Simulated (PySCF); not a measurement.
Compound: C₅H₆O₃.
Atom-mapped SMILES: `[CH3:1][O:2][C@@H:3]1[CH:4]=[CH:5][C:6](=[O:7])[O:8]1` (hydrogens: H9, H10, H11 on C1; H12 on C3; H13 on C4; H14 on C5)

Computed geometry: GFN2-xTB, gas phase.

Q: What internal coordinates does the optimisation give?

A: 
```json
{"bond": "C1–O2", "length (bohr)": "2.678"}
{"bond": "O2–C3", "length (bohr)": "2.612"}
{"bond": "C3–C4", "length (bohr)": "2.846"}
{"bond": "C4=C5", "length (bohr)": "2.504"}
{"bond": "C5–C6", "length (bohr)": "2.809"}
{"bond": "C6=O7", "length (bohr)": "2.257"}
{"bond": "C6–O8", "length (bohr)": "2.563"}
{"bond": "C3–O8", "length (bohr)": "2.685"}
{"bond": "C1–H9, C1–H10, C1–H11", "length (bohr)": "2.063"}
{"bond": "C3–H12", "length (bohr)": "2.095"}
{"bond": "C4–H13", "length (bohr)": "2.027"}
{"bond": "C5–H14", "length (bohr)": "2.026"}
```

Bonds in one row agree within 0.02 bohr and their mean is given. A selection of angles:
```json
{"angle": "C1–O2–C3", "degrees": "114.1"}
{"angle": "O2–C3–C4", "degrees": "110.4"}
{"angle": "O2–C3–O8", "degrees": "112.3"}
{"angle": "C4–C3–O8", "degrees": "104.4"}
{"angle": "C3–C4–C5", "degrees": "109.0"}
{"angle": "C4–C5–C6", "degrees": "108.3"}
{"angle": "C5–C6–O7", "degrees": "129.1"}
{"angle": "C5–C6–O8", "degrees": "107.6"}
{"angle": "O7–C6–O8", "degrees": "123.3"}
{"angle": "C3–O8–C6", "degrees": "110.6"}
```

Torsions: C1–O2–C3–C4 -178° (antiperiplanar); O2–C3–C4–C5 -120° (anticlinal); C3–C4–C5–C6 0° (synperiplanar); C4–C5–C6–O7 -179° (antiperiplanar); C5–C6–O8–C3 1° (synperiplanar); O2–C3–O8–C6 118° (anticlinal).

Of the pairs four or more bonds apart, O8···H9 is among the closest relative to their van der Waals radii: 2.59 Å, 95 % of the sum of Bondi's values. The C–C distances run from 1.325 Å (C4=C5, drawn double) to 1.506 Å (C3–C4, drawn single), a spread of 0.181 Å. The 5-membered ring C3–C4–C5–C6–O8 has internal angles of 104.4° to 110.6°; it is planar, 0.00 Å rms from its mean plane, widest ring torsion 1°. The 5 C–O bonds span 1.194 Å (C6=O7, drawn double) to 1.421 Å (C3–O8, drawn single), a spread of 0.227 Å.

Point group: C1 (no symmetry element, even within 0.4 Å). Whether it is a minimum is left open (no frequencies). The numbers are those of one conformer.
